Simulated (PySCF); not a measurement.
Tm(III) with more and more H2O

Computed with PySCF 2.14.0, PBE0, def2-SVP on the ligands, density fitting, scalar-relativistic core potentials, no spin-orbit coupling, vacuum. The metal has lcecp-1-SVP with ECP58. Each complex is relaxed within the symmetry of its template. Distances are means of the shortest metal–ligand contacts, charges and spins Mulliken's; removal energies are rigid, with the ligand's formal charge and no counterpoise, so too large; for an anion taken off a cation in vacuum most of it is the attraction of opposite charges, and multiply charged cations can part far more cheaply with an electron moved from ligand to metal. lcecp potentials hold a fixed number of 4f electrons in the core, out of states, spins and gaps.

| complex | point group | M–H2O (Å) | charge on M (e) | removal of one H2O (eV) | strongest infrared band, degenerate modes summed (cm⁻¹) | unstable modes (below −25 cm⁻¹) |
| --- | --- | --- | --- | --- | --- | --- |
| [Tm(H2O)]3+ | C2v | 2.132 | 2.54 | 5.46 | 3368 | 0 |
| [Tm(H2O)3]3+ | D3 | 2.209 | 1.94 | 4.02 | 3552 | 0 (lowest -20 cm⁻¹, within noise) |
| [Tm(H2O)4]3+ | S4 | 2.236 | 1.71 | 3.57 | 3610 | 0 |

What does the calculation give for [Tm(H2O)2]3+?

point group: Cs, M–H2O (Å): 2.171, charge on M (e): 2.20, removal of one H2O (eV): 4.62, unstable modes (below −25 cm⁻¹): not given.
```xyz
7

Tm   -0.7828    0.7827    0.0221
O     0.1404   -0.1468    1.7570
H     0.9424    0.1483    2.2682
H    -0.1566   -0.9507    2.2642
O     0.0889   -0.0825   -1.7635
H     0.7903   -0.7836   -1.8306
H    -0.1119    0.1218   -2.7172
```

The more ligands, the longer each bond and the weaker the last ligand is held.

Members with unstable modes aren't minima as they stand: saddle points kept by symmetry or, where the modes are soft, flat surfaces and noise. Moved off a saddle point of the template and relaxed again: [Tm(H2O)2]3+, [Tm(H2O)3]3+, [Tm(H2O)4]3+. One start shape was tried for each, so a minimum needn't be the lowest isomer.
